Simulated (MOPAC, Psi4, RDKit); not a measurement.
Relaxed torsion scan: SMILES CO[SiH2]C(C)C (C4H12OSi). Scanned: dihedral O2–Si3–C4–C5; all other coordinates were relaxed at GFN2-xTB. Heavy atoms are numbered in the order of the SMILES CO[SiH2]C(C)C, hydrogens after them in the order of the atoms that carry them; the mirror image has the same energies with the sign of each dihedral reversed.

Levels of theory: PM6, restricted, heats of formation // GFN2-xTB (MOPAC); MMFF94 // GFN2-xTB (RDKit); B3LYP-D3(BJ)/def2-SVP // GFN2-xTB (Psi4).

Energies in kcal/mol, each method relative to its own lowest point.

```tsv
φ / °	PM6	MMFF94	B3LYP-D3(BJ)/def2-SVP
-150	0.38	0.93	1.70
-120	0.87	1.82	2.80
-90	0.50	1.08	1.94
-60	0.00	0.24	0.58
-30	0.44	0.88	1.08
0	1.05	1.60	2.11
30	0.57	0.87	1.18
60	0.00	0.00	0.00
90	0.41	0.59	0.90
120	1.06	1.60	2.12
150	0.59	1.09	1.35
180	0.02	0.24	0.56
```

MMFF94 has few fitted parameters for silicon.
